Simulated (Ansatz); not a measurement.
C₂H₆Al (SMILES [CH3][Al][CH3]), doublet, at a GFN2-xTB geometry (such geometries of metal compounds can be far from the true shape) (the spin is typed, not shown lowest). Base run: CAM-B3LYP/STO-3G run with Ansatz (an electronic-structure program).

Here is a job for Ansatz.
Ansatz 0.2 input:
```yaml
crystal:
  periodic: [false, false, false]
  atoms:
    - {symbol: Al, position_ang: [0.35199768, -0.19927276, 0.39218526]}
    - {symbol: C, position_ang: [1.16273168, 0.29965867, -1.38755194]}
    - {symbol: H, position_ang: [2.22627517, 0.03493887, -1.43926309]}
    - {symbol: H, position_ang: [1.09774163, 1.37516455, -1.59155831]}
    - {symbol: H, position_ang: [0.67263692, -0.20609115, -2.22804560]}
    - {symbol: C, position_ang: [-1.59435430, -0.05530867, 0.90665097]}
    - {symbol: H, position_ang: [-2.23287698, -0.73254228, 0.32682456]}
    - {symbol: H, position_ang: [-1.99441749, 0.95437693, 0.75535734]}
    - {symbol: H, position_ang: [-1.75559339, -0.30140102, 1.96368260]}
basis:
  gaussian:
    orbitals: STO-3G
hamiltonian:
  xc: cam_b3lyp
magnetization: {spin_polarized: true, initial_magnetization: 1}
```

Variants of this job, named by their change:

```json
[
 {"change": "base", "basis functions": "25", "E (Eh)": "-318.25058"},
 {"change": "basis = 3-21G", "basis functions": "43", "E (Eh)": "___"},
 {"change": "basis = pcseg-0", "basis functions": "43", "E (Eh)": "-321.69423"},
 {"change": "basis = pc-1", "basis functions": "76", "E (Eh)": "___"},
 {"change": "basis = pcseg-1", "basis functions": "76", "E (Eh)": "-322.13828"},
 {"change": "basis = def2-SVP", "basis functions": "76", "E (Eh)": "-322.02310"},
 {"change": "basis = cc-pV(D+d)Z", "basis functions": "81", "E (Eh)": "-322.15894"},
 {"change": "basis = 6-311G**", "basis functions": "99", "E (Eh)": "-322.19188"},
 {"change": "basis = aug-pcseg-1", "basis functions": "127", "E (Eh)": "-322.14212"},
 {"change": "basis = def2-TZVP", "basis functions": "___", "E (Eh)": "___"},
 {"change": "basis = def2-TZVPD", "basis functions": "171", "E (Eh)": "-322.20349"},
 {"change": "basis = pc-2", "basis functions": "___", "E (Eh)": "___"},
 {"change": "basis = cc-pV(T+d)Z", "basis functions": "183", "E (Eh)": "-322.20538"}
]
```

Question: Complete the blanks.

Answer: 
- basis = 3-21G, E (Eh): -320.39115
- basis = pc-1, E (Eh): -322.15003
- basis = def2-TZVP, basis functions: 135
- basis = def2-TZVP, E (Eh): -322.20278
- basis = pc-2, basis functions: 178
- basis = pc-2, E (Eh): -322.21303

Totals compare only among sets that treat the same electrons; sets with core potentials leave the core out.
